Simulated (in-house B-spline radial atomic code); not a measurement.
Response and correlation along the 4-electron series, closed shell [He] 2s2; the second-order energy is extrapolated in partial waves. Computed with an all-electron radial atomic-structure program (B-spline basis): relativistic RPA and second-order many-body perturbation theory on Dirac-Hartree-Fock.

```json
{"ion": "Xe50+", "Z": "54", "dipole polarisability (bohr³)": "0.00093756", "quadrupole polarisability (bohr⁵)": "1.1828e-06", "ratio of RPA to uncoupled dipole": "1.4086", "second order correlation energy (Eh)": "-0.28468", "C6 of two such ions (Eh bohr⁶)": "6.5702e-06"}
{"ion": "Cs51+", "Z": "55", "dipole polarisability (bohr³)": "0.00086724", "quadrupole polarisability (bohr⁵)": "1.0441e-06", "ratio of RPA to uncoupled dipole": "1.4125", "second order correlation energy (Eh)": "-0.28537", "C6 of two such ions (Eh bohr⁶)": "5.7741e-06"}
{"ion": "Ba52+", "Z": "56", "dipole polarisability (bohr³)": "0.00080308", "quadrupole polarisability (bohr⁵)": "9.2332e-07", "ratio of RPA to uncoupled dipole": "1.4166", "second order correlation energy (Eh)": "-0.286", "C6 of two such ions (Eh bohr⁶)": "5.0823e-06"}
{"ion": "La53+", "Z": "57", "dipole polarisability (bohr³)": "0.00074443", "quadrupole polarisability (bohr⁵)": "8.1797e-07", "ratio of RPA to uncoupled dipole": "1.4209", "second order correlation energy (Eh)": "-0.28659", "C6 of two such ions (Eh bohr⁶)": "4.48e-06"}
{"ion": "Ce54+", "Z": "58", "dipole polarisability (bohr³)": "0.00069075", "quadrupole polarisability (bohr⁵)": "7.2585e-07", "ratio of RPA to uncoupled dipole": "1.4253", "second order correlation energy (Eh)": "-0.28715", "C6 of two such ions (Eh bohr⁶)": "3.9547e-06"}
{"ion": "Pr55+", "Z": "59", "dipole polarisability (bohr³)": "0.00064156", "quadrupole polarisability (bohr⁵)": "6.4514e-07", "ratio of RPA to uncoupled dipole": "1.4299", "second order correlation energy (Eh)": "-0.28767", "C6 of two such ions (Eh bohr⁶)": "3.4959e-06"}
{"ion": "Nd56+", "Z": "60", "dipole polarisability (bohr³)": "0.00059642", "quadrupole polarisability (bohr⁵)": "5.7429e-07", "ratio of RPA to uncoupled dipole": "1.4345", "second order correlation energy (Eh)": "-0.28817", "C6 of two such ions (Eh bohr⁶)": "3.0945e-06"}
{"ion": "Pm57+", "Z": "61", "dipole polarisability (bohr³)": "0.00055497", "quadrupole polarisability (bohr⁵)": "5.1197e-07", "ratio of RPA to uncoupled dipole": "1.4393", "second order correlation energy (Eh)": "-0.28865", "C6 of two such ions (Eh bohr⁶)": "2.7428e-06"}
```

Problem. How fast does the dipole polarisability fall along the series?

Solution. From 0.0009376 to 0.000555 bohr³; a fit of its logarithm against log Z from Z = 54 to 61 has slope -4.30.
